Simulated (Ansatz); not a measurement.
C₂H₉GaO (`C[O+](C)[GaH3-]`), relaxed with RKS PBE0-D4/def2-TZVP in Ansatz 0.2.0 from a PBE-D4/def2-SVP geometry. The force threshold is 0.005 eV/Å; the program also tests the step.

The species carries charge 0 and has multiplicity 1.

Start:

```xyz
13

C    -0.330    0.583    1.327
O    -0.280    0.324   -0.077
C    -1.243   -0.637   -0.514
Ga    1.706    0.118   -0.921
H     0.437    1.349    1.542
H    -1.334    0.968    1.605
H    -0.109   -0.338    1.912
H    -2.268   -0.280   -0.276
H    -1.071   -1.625   -0.031
H    -1.127   -0.737   -1.608
H     2.289    1.475   -0.338
H     1.248    0.043   -2.440
H     2.084   -1.242   -0.182
```

```
step  energy (eV)  largest force (eV/Å)  largest move (Å)
   1  -56634.9097                 0.581             0.000
   2  -56634.9476                 0.167             0.032
   3  -56634.9512                 0.024             0.015
   4  -56634.9514                 0.032             0.035
   5  -56634.9515                 0.020             0.008
   6  -56634.9516                 0.006             0.009
   7  -56634.9516                 0.001             0.005
   8  -56634.9516                 0.001             0.005
```

End:

```xyz
13

C    -0.326    0.584    1.308
O    -0.287    0.350   -0.091
C    -1.227   -0.627   -0.511
Ga    1.679    0.111   -0.905
H     0.407    1.358    1.525
H    -1.325    0.925    1.595
H    -0.073   -0.329    1.857
H    -2.237   -0.301   -0.246
H    -1.013   -1.592   -0.041
H    -1.137   -0.716   -1.591
H     2.285    1.445   -0.322
H     1.246    0.038   -2.419
H     2.009   -1.246   -0.158
```

Run time 29 s (4 threads of an Arm Neoverse V2 on a shared host); peak host memory 0.52 GiB.
